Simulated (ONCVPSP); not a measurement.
## An all-electron radial function and its pseudo partner (Te)

Columns: radius, all-electron u(r) and pseudo u(r) of the 4s shell (level -164.39 eV) of tellurium in the configuration [Ar] 3d10 4s2 4p6 4d10 5s2 5p4; PBE, scalar-relativistic, ONCV scheme, ONCVPSP 4.0.1.

```
r (bohr)  all-electron  pseudo
   0.080        0.5030  0.1064
   0.160       -0.2625  0.2338
   0.240       -0.7643  0.3925
   0.320       -0.4700  0.5789
   0.400        0.1501  0.7776
   0.480        0.7280  0.9683
   0.560        1.1194  1.1291
   0.640        1.3110  1.2378
   0.720        1.3459  1.2776
   0.800        1.2769  1.2416
   0.880        1.1505  1.1400
   0.960        1.0000  0.9986
   1.040        0.8467  0.8465
   1.120        0.7031  0.7029
   1.200        0.5751  0.5749
   1.280        0.4649  0.4648
   1.360        0.3724  0.3723
   1.440        0.2960  0.2959
   1.520        0.2338  0.2338
   1.600        0.1839  0.1838
   1.680        0.1439  0.1439
   1.760        0.1123  0.1122
   1.840        0.0873  0.0873
   1.920        0.0678  0.0677
   2.000        0.0524  0.0524
   2.080        0.0405  0.0405
```

(1) How many radial nodes do the two functions have?

(2) At about which radius was the pseudo-wave matched?

(3) Is the pseudo-wave norm-conserving?

Results:

(1) The all-electron 4s function has n − l − 1 = 3 (the table is too coarse to show those close to the nucleus); the pseudo-wave has 0, since the states of the same l below it are removed with the core.

(2) 1.05 bohr, where the columns begin to agree (steps of 0.08 bohr).

(3) Yes: the ONCV scheme keeps the norm inside the radius equal to the all-electron one, which fixes the energy derivative of the logarithmic derivative at the level.
